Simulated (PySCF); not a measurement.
H$_{3}$Cl$_{3}$HfOSi, charge -1, doublet, geometry from GFN2-xTB (such geometries of metal compounds can be far from the true shape) (the multiplicity is a formal guess) (core potentials on Hf); DF-HF/def2-SV(P) in PySCF.

The PySCF input:
```python
from pyscf import gto, scf

mol = gto.M(
    atom='''
Hf
Cl 1 2.291008
Cl 1 2.292033 2 97.377574
Cl 1 2.292033 2 97.377574 3 134.438370
O  1 1.916133 2 134.376480 4 112.780815
Si 5 1.589266 1 117.843340 2 180.000000
H  6 1.485753 5 113.323724 1 0.000000
H  6 1.470922 7 108.187284 5 120.881534
H  6 1.470922 8 109.244827 7 -117.560190
''',
    basis='def2-sv(p)',
    ecp={'Hf': 'def2-sv(p)'},
    charge=-1,
    spin=1,
    verbose=5,
)

mf = scf.UHF(mol)
mf = mf.density_fit(auxbasis='def2-universal-jkfit')
mf.kernel()
```

What the program printed (banner, timings and long lists left out):

```
PySCF version 2.14.0

[INPUT] verbose = 5
[INPUT] max_memory = 4000
[INPUT] num. atoms = 9
[INPUT] num. electrons = 89
[INPUT] charge = -1
[INPUT] spin (= nelec alpha-beta = 2S) = 1
[INPUT] symmetry False subgroup None
[INPUT] Mole.unit = angstrom
[INPUT] Symbol           X                Y                Z      unit          X                Y                Z       unit  Magmom
[...]
[INPUT] ---------------- BASIS SET ----------------
[INPUT] l, kappa, [nprim/nctr], expnt,             c_1 c_2 ...
[INPUT] O
[...]
                                340.87010191      -0.03989003923
                                77.363135167      -0.17853911985
                                21.47964494       -0.46427684959
                                6.6589433124      -0.44309745172
[...]
                                3.863550544       0.23094120765
                                1.0480920883      0.51375311064
[...]
[INPUT] Hf
[...]
                                11.547491         1.5261602829
[...]
                                5.959979          -0.837135086203
                                1.0921117054      0.505705062862
                                0.49702823217     0.519653886905
[...]
                                1.3077987772      0.18409232564
                                0.53272310298     0.414844235157
                                0.20564954488     0.442243034969
[...]
[INPUT] Cl
[...]
                                1571.7365221      0.014754727977
                                357.12065523      0.066679112875
                                100.25185935      0.17228924084
                                30.812727554      0.158837861
[...]
                                5.7045760975      0.60841752753
                                2.3508376809      0.54352153355
[...]
                                72.102015515      -0.063563355471
                                22.532680262      -0.24016428276
                                7.8991765444      -0.47798866557
                                2.8767268321      -0.38515850005
[...]
[INPUT] H
[...]
                                1.9622572         0.13796524
                                0.44453796        0.47831935
[...]
[INPUT] Si
[...]
                                1038.4346419      0.0099966546241
                                235.8758148       0.044910165101
                                66.069385169      0.1146363854
                                20.247945761      0.10280063858
[...]
                                3.6370788192      -0.43028836252
                                1.4002048599      -0.41382774969
[...]
                                41.907258846      0.043399431982
                                12.955294367      0.15632019351
                                4.4383267393      0.29419996982
                                1.5462247904      0.23536823814
[...]
nuclear repulsion = 557.42677743011
number of shells = 55
number of NR pGTOs = 230
number of NR cGTOs = 117
basis = def2-sv(p)
ecp = {'Hf': 'def2-sv(p)'}

******** <class 'pyscf.df.df_jk.DFUHF'> ********
method = DFUHF
initial guess = minao
damping factor = 0
level_shift factor = 0
DIIS = <class 'pyscf.scf.diis.CDIIS'>
diis_start_cycle = 1
diis_space = 8
diis_damp = 0
SCF conv_tol = 1e-09
SCF conv_tol_grad = None
SCF max_cycles = 50
direct_scf = False
number electrons alpha = 45  beta = 44
Set gradient conv threshold to 3.16228e-05
Density of valence part of ANO basis will be used as initial guess for Hf
******** <class 'pyscf.df.df.DF'> ********
auxbasis = def2-universal-jkfit
num shells = 240, num cGTOs = 870
size of aux basis 870
int3c2e [1/1], AO [0:55], nrow = 6903
E1 = -3573.125017111297  E2 = 1237.1257136648662  Ecoul = 1353.878515068016  Exc = -116.75280140314976
init E= -1778.57252601632
cond(S) = 662.6457052773471

  alpha mo_energy =
[-1.05010708e+02 -1.05010562e+02 -1.05010529e+02 -6.88382234e+01
 -2.09921353e+01 -1.07849812e+01 -1.07838731e+01 -1.07837847e+01
 -8.25285966e+00 -8.25274305e+00 -8.25268843e+00 -8.24953942e+00
 -8.24953857e+00 -8.24942523e+00 -8.24942341e+00 -8.24941821e+00
 -8.24941198e+00 -6.24994402e+00 -4.34146519e+00 -4.33601522e+00
 -4.33580320e+00 -3.21646589e+00 -1.99951635e+00 -1.93243471e+00
 -1.90085382e+00 -1.71410974e+00 -1.36144197e+00 -1.28115657e+00
 -1.27428880e+00 -9.75781591e-01 -7.89843789e-01 -7.69308558e-01
 -7.24690650e-01 -6.98272180e-01 -6.61202402e-01 -6.48080241e-01
 -6.40327382e-01 -6.40072713e-01 -6.27479245e-01 -6.08298988e-01
 -5.97363272e-01 -5.79951503e-01 -4.88994685e-01 -4.73772494e-01
 -2.30054726e-01 -1.76151791e-01 -1.57448765e-01 -1.50937270e-01
 -9.16783048e-02 -7.72662511e-02 -1.43289606e-02  4.23892808e-03
  5.10847496e-03  3.29632123e-02  6.65019645e-02  6.72405054e-02
  9.08681101e-02  1.29337428e-01  1.55221759e-01  1.57924615e-01
  1.78270300e-01  2.00291745e-01  2.23899258e-01  3.07721395e-01
  3.96647292e-01  4.18648789e-01  4.69235704e-01  5.13865552e-01
  5.19026160e-01  5.52137686e-01  5.54218840e-01  5.79926842e-01
  6.10486772e-01  6.63672942e-01  7.09080019e-01  7.15969180e-01
  7.42568264e-01  7.56422303e-01  7.98011224e-01  7.98169355e-01
  8.14124588e-01  8.21804998e-01  8.29088315e-01  8.30857968e-01
  8.33932655e-01  8.43704887e-01  8.47731739e-01  8.55986303e-01
  8.56362999e-01  8.72167590e-01  9.05086682e-01  9.33310455e-01
  9.41470053e-01  9.95864393e-01  1.01515745e+00  1.04931112e+00
  1.04995964e+00  1.05227501e+00  1.07167228e+00  1.11562589e+00
  1.12770856e+00  1.14242938e+00  1.20478462e+00  1.22075488e+00
  1.29427759e+00  1.33119801e+00  1.37739002e+00  1.44796538e+00
  1.55536489e+00  1.64412494e+00  2.65484438e+00  2.69027921e+00
  2.73653308e+00  2.85741530e+00  3.22723679e+00  7.15635954e+01
  7.06605558e+02]
  beta  mo_energy =
[-1.05010708e+02 -1.05010562e+02 -1.05010529e+02 -6.88382234e+01
 -2.09921353e+01 -1.07849812e+01 -1.07838731e+01 -1.07837847e+01
 -8.25285966e+00 -8.25274305e+00 -8.25268843e+00 -8.24953942e+00
[...]
 -4.12104769e+00 -2.71785117e+00 -1.43604803e+00 -1.41448028e+00
 -1.37184435e+00 -1.12597735e+00 -9.05263531e-01 -8.86105036e-01
 -8.84248778e-01 -5.90104850e-01 -4.49481684e-01 -4.30156430e-01
 -4.27805353e-01 -3.62205159e-01 -3.44298624e-01 -3.36025788e-01
 -3.24833749e-01 -3.18576092e-01 -3.17104933e-01 -3.08972410e-01
 -3.00667231e-01 -2.93318489e-01 -2.83963764e-01 -2.72216649e-01
  2.26034091e-01  2.45854692e-01  2.56190768e-01  2.60331820e-01
  3.09254282e-01  3.11984764e-01  3.33135154e-01  3.37000160e-01
  3.38340864e-01  3.48653772e-01  3.65625992e-01  3.89895984e-01
  4.05395533e-01  4.84580149e-01  4.88668142e-01  4.94898423e-01
  5.19621671e-01  5.20328478e-01  5.47883620e-01  5.73318309e-01
  6.33732981e-01  6.62262084e-01  8.16059932e-01  8.32430184e-01
  8.33801779e-01  8.51611259e-01  8.68864212e-01  9.23928886e-01
  9.33451962e-01  9.56744427e-01  1.06487352e+00  1.06776480e+00
  1.08198667e+00  1.10436400e+00  1.17177961e+00  1.17997573e+00
  1.20406962e+00  1.20581111e+00  1.20730247e+00  1.21448163e+00
  1.21517528e+00  1.22335074e+00  1.22590253e+00  1.23594337e+00
  1.23900149e+00  1.25821900e+00  1.27744203e+00  1.28839342e+00
  1.30429831e+00  1.31374934e+00  1.34146122e+00  1.39565361e+00
  1.39815316e+00  1.41510891e+00  1.45064057e+00  1.48679198e+00
  1.50389039e+00  1.52635215e+00  1.61424000e+00  1.63554337e+00
  1.70968755e+00  1.71256098e+00  1.78542555e+00  1.86955761e+00
  1.95690568e+00  2.07684110e+00  3.15771203e+00  3.18962897e+00
  3.23106366e+00  3.36558067e+00  3.71004219e+00  7.22741646e+01
  7.07251844e+02]
multiplicity <S^2> = 0.75243878  2S+1 = 2.0024373
E1 = -3619.14706162856  E2 = 1270.4754011869306  Ecoul = 1388.8529907150034  Exc = -118.3775895280728
cycle= 16 E= -1791.24488301152  delta_E= -4.68e-10  |g|= 4.89e-06  |ddm|= 8.28e-05
  alpha mo_energy =
[-1.04603766e+02 -1.04603741e+02 -1.04594924e+02 -6.86395837e+01
 -2.03872202e+01 -1.03697308e+01 -1.03697270e+01 -1.03609732e+01
 -7.84377394e+00 -7.84376506e+00 -7.84240534e+00 -7.84239637e+00
 -7.84205875e+00 -7.84205145e+00 -7.83509571e+00 -7.83370280e+00
 -7.83325107e+00 -6.01129648e+00 -4.12285315e+00 -4.12134867e+00
 -4.12112611e+00 -2.74445066e+00 -1.45510941e+00 -1.44426626e+00
 -1.44145068e+00 -1.12788409e+00 -9.06716191e-01 -8.87511470e-01
 -8.86664796e-01 -5.91415363e-01 -4.50796684e-01 -4.31172684e-01
 -4.30079942e-01 -3.65066934e-01 -3.48189584e-01 -3.36518552e-01
 -3.28425885e-01 -3.26235156e-01 -3.18788052e-01 -3.13175180e-01
 -3.07533615e-01 -2.95276874e-01 -2.87589163e-01 -2.72493240e-01
 -7.14322028e-02  2.28259194e-01  2.49595537e-01  2.53338312e-01
  2.59094812e-01  2.98831520e-01  3.04774016e-01  3.27201958e-01
  3.31972135e-01  3.39050248e-01  3.61894743e-01  3.82951145e-01
  4.00700622e-01  4.59626670e-01  4.78171191e-01  4.82135982e-01
  5.12811673e-01  5.17763525e-01  5.36387323e-01  5.65048471e-01
  6.32823640e-01  6.61227120e-01  8.12811286e-01  8.22075690e-01
  8.31303094e-01  8.51030313e-01  8.68324760e-01  9.04373576e-01
  9.29942633e-01  9.49773960e-01  1.06188997e+00  1.06640974e+00
  1.07703798e+00  1.10213705e+00  1.16954996e+00  1.17946083e+00
  1.20143686e+00  1.20508883e+00  1.20635132e+00  1.21200178e+00
  1.21321867e+00  1.22086849e+00  1.22482744e+00  1.23454697e+00
  1.23868787e+00  1.25507827e+00  1.27441850e+00  1.28783657e+00
  1.29805225e+00  1.31131403e+00  1.33276669e+00  1.39388362e+00
  1.39567072e+00  1.41398694e+00  1.44739171e+00  1.48357987e+00
  1.50010282e+00  1.52554352e+00  1.61083426e+00  1.62542451e+00
  1.70555854e+00  1.70958520e+00  1.77742058e+00  1.86473904e+00
  1.95321271e+00  2.07415323e+00  3.15744655e+00  3.18899788e+00
  3.23166787e+00  3.36422106e+00  3.70991265e+00  7.22726604e+01
  7.07251696e+02]
  beta  mo_energy =
[-1.04603700e+02 -1.04603675e+02 -1.04594703e+02 -6.86394816e+01
 -2.03872828e+01 -1.03696371e+01 -1.03696336e+01 -1.03606874e+01
 -7.84410827e+00 -7.84409953e+00 -7.84213892e+00 -7.84213167e+00
 -7.84170250e+00 -7.84169368e+00 -7.83512096e+00 -7.83322924e+00
 -7.83272625e+00 -6.01115485e+00 -4.12244084e+00 -4.12127744e+00
 -4.12104742e+00 -2.71785247e+00 -1.43604882e+00 -1.41448189e+00
 -1.37184538e+00 -1.12597650e+00 -9.05263996e-01 -8.86105485e-01
 -8.84248932e-01 -5.90104709e-01 -4.49481237e-01 -4.30155975e-01
 -4.27804574e-01 -3.62205708e-01 -3.44298640e-01 -3.36025882e-01
 -3.24834155e-01 -3.18576220e-01 -3.17104907e-01 -3.08972720e-01
 -3.00667454e-01 -2.93318753e-01 -2.83963847e-01 -2.72216907e-01
  2.26033876e-01  2.45854281e-01  2.56190678e-01  2.60331666e-01
  3.09254172e-01  3.11984167e-01  3.33134779e-01  3.36999374e-01
  3.38340799e-01  3.48653234e-01  3.65625756e-01  3.89895504e-01
  4.05395357e-01  4.84579717e-01  4.88667529e-01  4.94897827e-01
  5.19621169e-01  5.20328248e-01  5.47883053e-01  5.73318028e-01
  6.33732845e-01  6.62262019e-01  8.16059933e-01  8.32430384e-01
  8.33801665e-01  8.51611409e-01  8.68864140e-01  9.23928631e-01
  9.33451483e-01  9.56744338e-01  1.06487320e+00  1.06776429e+00
  1.08198651e+00  1.10436382e+00  1.17177922e+00  1.17997533e+00
  1.20406936e+00  1.20581058e+00  1.20730205e+00  1.21448135e+00
  1.21517508e+00  1.22335038e+00  1.22590231e+00  1.23594297e+00
  1.23900102e+00  1.25821863e+00  1.27744175e+00  1.28839341e+00
  1.30429812e+00  1.31374907e+00  1.34146111e+00  1.39565357e+00
  1.39815290e+00  1.41510866e+00  1.45064050e+00  1.48679185e+00
  1.50389013e+00  1.52635231e+00  1.61424081e+00  1.63554290e+00
  1.70968775e+00  1.71256102e+00  1.78542541e+00  1.86955736e+00
  1.95690508e+00  2.07684118e+00  3.15771309e+00  3.18963014e+00
  3.23106479e+00  3.36558163e+00  3.71004330e+00  7.22741629e+01
  7.07251843e+02]
multiplicity <S^2> = 0.75243869  2S+1 = 2.0024372
E1 = -3619.147079006031  E2 = 1270.4754185643544  Ecoul = 1388.8530082816583  Exc = -118.37758971730386
Extra cycle  E= -1791.24488301157  delta_E= -4.73e-11  |g|= 3.23e-06  |ddm|= 2.14e-05
converged SCF energy = -1791.24488301157  <S^2> = 0.75243869  2S+1 = 2.0024372
```
